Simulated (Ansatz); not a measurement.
`C[CH2][InH][O][SiH3]` and `C[CH2][AlH][O][SiH3]` differ in one element.

Ansatz, PBE0-D4/def2-TZVP geometries, multiplicity 1. Each molecule was computed in one conformer, which needn't be the lowest.

Elements past krypton have def2 core potentials.

```csv
property,`C[CH2][InH][O][SiH3]`
LUMO energy (PBE/def2-TZVPP) / eV,-2.13
HOMO–LUMO gap (PBE0/def2-TZVPP) / eV,6.00
HOMO energy (PBE/def2-TZVPP) / eV,-6.16
HOMO–LUMO gap (B3LYP/def2-TZVPP) / eV,5.52
HOMO energy (ωB97M-V/def2-TZVPP) / eV,-9.60
HOMO energy (PBE0/def2-TZVPP) / eV,-7.41
```

Q: Give the same properties after the change, and the shifts. (Best estimate.)

A: Ansatz gave: 
| property | `C[CH2][AlH][O][SiH3]` | shift |
| --- | --- | --- |
| LUMO energy (PBE/def2-TZVPP) / eV | -1.47 | 0.66 |
| HOMO–LUMO gap (PBE0/def2-TZVPP) / eV | 6.86 | 0.86 |
| HOMO energy (PBE/def2-TZVPP) / eV | -6.28 | -0.12 |
| HOMO–LUMO gap (B3LYP/def2-TZVPP) / eV | 6.44 | 0.92 |
| HOMO energy (ωB97M-V/def2-TZVPP) / eV | -9.75 | -0.15 |
| HOMO energy (PBE0/def2-TZVPP) / eV | -7.54 | -0.13 |

With PBE0 the HOMO falls by 0.13 eV and the LUMO rises by 0.72 eV, so the gap widens by about 0.85 eV. PBE moves the HOMO by -0.12 eV and ωB97M-V by -0.15 eV.

Positive LUMOs are unbound, so they and the gaps depend on the basis.

B3LYP here is the variant with VWN-RPA as its local correlation; programs differ in this.
